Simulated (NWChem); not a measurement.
System: C$_{2}$H$_{9}$FSi$_{3}$; SMILES [SiH3][C@@H]1[Si@@H](F)C[SiH2]1

Input file for NWChem:

```
start job
memory heap 200 mb stack 900 mb global 1100 mb
geometry units angstroms noautosym nocenter noautoz
  F     -1.516761     2.031689     0.348862
  Si    -0.613956     0.963475    -0.488554
  C      1.182769     1.496063    -0.666904
  Si     1.665962    -0.149477     0.167154
  C     -0.166756    -0.559427     0.534375
  Si    -0.852727    -2.234012     0.050078
  H     -1.341402     0.684009    -1.759639
  H      1.567883     1.699821    -1.676399
  H      1.409809     2.363916    -0.025362
  H      2.294184    -1.123636    -0.777069
  H      2.518397    -0.019474     1.387200
  H     -0.397655    -0.380080     1.600078
  H     -0.615166    -2.476778    -1.407982
  H     -0.189804    -3.335104     0.817067
  H     -2.326294    -2.308759     0.300649
end
basis spherical
  F library def2-svp
  Si library def2-svp
  C library def2-svp
  H library def2-svp
end
dft
  xc b3lyp
  iterations 150
  mulliken
end
task dft energy
esp
  recalculate
  probe 0.07
  range 0.3
  factor 1.0
  spacing 0.02
end
task esp
```

NWChem printed, in part:

```
             Northwest Computational Chemistry Package (NWChem) 7.3.0
             --------------------------------------------------------

                             Geometry "geometry" -> ""
                             -------------------------

 Output coordinates in angstroms (scale by  1.889725989 to convert to a.u.)

  No.       Tag          Charge          X              Y              Z
 ---- ---------------- ---------- -------------- -------------- --------------
    1 F                    9.0000    -1.51676100     2.03168900     0.34886200
    2 Si                  14.0000    -0.61395600     0.96347500    -0.48855400
    3 C                    6.0000     1.18276900     1.49606300    -0.66690400
    4 Si                  14.0000     1.66596200    -0.14947700     0.16715400
    5 C                    6.0000    -0.16675600    -0.55942700     0.53437500
    6 Si                  14.0000    -0.85272700    -2.23401200     0.05007800
    7 H                    1.0000    -1.34140200     0.68400900    -1.75963900
    8 H                    1.0000     1.56788300     1.69982100    -1.67639900
    9 H                    1.0000     1.40980900     2.36391600    -0.02536200
   10 H                    1.0000     2.29418400    -1.12363600    -0.77706900
   11 H                    1.0000     2.51839700    -0.01947400     1.38720000
   12 H                    1.0000    -0.39765500    -0.38008000     1.60007800
   13 H                    1.0000    -0.61516600    -2.47677800    -1.40798200
   14 H                    1.0000    -0.18980400    -3.33510400     0.81706700
   15 H                    1.0000    -2.32629400    -2.30875900     0.30064900

 Effective nuclear repulsion energy (a.u.)     447.5491299224

                                 NWChem DFT Module
                                 -----------------

 Summary of "ao basis" -> "ao basis" (spherical)
 ------------------------------------------------------------------------------
       Tag                 Description            Shells   Functions and Types
 ---------------- ------------------------------  ------  ---------------------
 F                          def2-svp                 6       14   3s2p1d
 Si                         def2-svp                 8       18   4s3p1d
 C                          def2-svp                 6       14   3s2p1d
 H                          def2-svp                 3        5   2s1p

            General Information
            -------------------
          SCF calculation type: DFT
          Wavefunction type:  closed shell.
          No. of atoms     :    15
          No. of electrons :    72
           Alpha electrons :    36
            Beta electrons :    36
          Charge           :     0
          Spin multiplicity:     1
          Use of symmetry is: off; symmetry adaption is: off
          Maximum number of iterations: 150
          AO basis - number of functions:   141
                     number of shells:    69
          Convergence on energy requested:  1.00D-06
          Convergence on density requested:  1.00D-05
          Convergence on gradient requested:  5.00D-04

              XC Information
              --------------
                         B3LYP Method XC Potential
                     Hartree-Fock (Exact) Exchange  0.200
                        Slater Exchange Functional  0.800 local
                    Becke 1988 Exchange Functional  0.720 non-local
              Lee-Yang-Parr Correlation Functional  0.810
                  VWN I RPA Correlation Functional  0.190 local

[...]

                     NWChem Electrostatic Potential Fit Module
                     -----------------------------------------

 Atom parameters

 Number of atoms is                                   15
 Number of basis functions is                        141

 Grid parameters

 Maximum number of grid points is                  58810
 Number of grid points is                          58809
 Grid range                                     0.300000 nm
 Grid spacing                                   0.020000 nm
 Probe radius                                   0.070000 nm
 Atom radius factor                             1.000000

 Atomic radii

    1    0.100000
    6    0.147000
    9    0.128000
   14    0.187000
 FASTESP  F
  using M.O. file = ./job.movecs

    Atom              Coordinates                           Charge

                                                  ESP

    1 F    -0.151676    0.203169    0.034886   -0.352985
    2 Si   -0.061396    0.096348   -0.048855    0.752685
    3 C     0.118277    0.149606   -0.066690   -0.389307
    4 Si    0.166596   -0.014948    0.016715    0.453073
    5 C    -0.016676   -0.055943    0.053438   -0.317710
    6 Si   -0.085273   -0.223401    0.005008    0.378899
    7 H    -0.134140    0.068401   -0.175964   -0.159273
    8 H     0.156788    0.169982   -0.167640    0.060717
    9 H     0.140981    0.236392   -0.002536    0.099367
   10 H     0.229418   -0.112364   -0.077707   -0.122456
   11 H     0.251840   -0.001947    0.138720   -0.127114
   12 H    -0.039766   -0.038008    0.160008    0.077460
   13 H    -0.061517   -0.247678   -0.140798   -0.122381
   14 H    -0.018980   -0.333510    0.081707   -0.115260
   15 H    -0.232629   -0.230876    0.030065   -0.115713
                                            ------------
                                                0.000000

 Dipole moment                                  0.538296

 Quadrupole moment Qxx                         -1.315085
                   Qyy                         -5.047263
                   Qzz                          6.362349

 RMS deviation kJ/mol                           0.049228

 RRMS %                                        40.627873
```

Level: B3LYP/def2-SVP. Coordinates come from a PBE0/def2-SVP optimisation. No frequency run checked for a minimum.
